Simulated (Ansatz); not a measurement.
Species: ZrF2 (charge 0, triplet). The spin state was set by rule; other spins were not relaxed. 
Geometry from a B3LYP-D3(BJ)/def2-TZVP (Ansatz, an electronic-structure program) optimisation:
```
Zr
F 1 1.9247
F 1 1.9247 2 136.89
```
Charge 0, spin multiplicity 3.

Parts of the frozen-core correlation energy in def2-SVPD (Ansatz, hartree). Frozen orbitals: 6; correlated occupied orbitals by spin: 10 and 8; virtual: 64 and 66. Open shells are spin-unrestricted. Spin-orbit coupling is left out. In def2 rows, elements after Kr have scalar-relativistic effective core potentials.

```tsv
term	value
reference (HF)	-245.38016
MP2 opposite-spin	?
MP2 same-spin	-0.13401
CCSD correlation	?
(T)	?
T1 diagnostic	0.022
largest doubles amplitude	0.023
<S^2> of the reference	2.004
```

Question: Fill in the missing entries.

Answer: 
- MP2 opposite-spin, value: -0.32509
- CCSD correlation, value: -0.45939
- (T), value: -0.01231
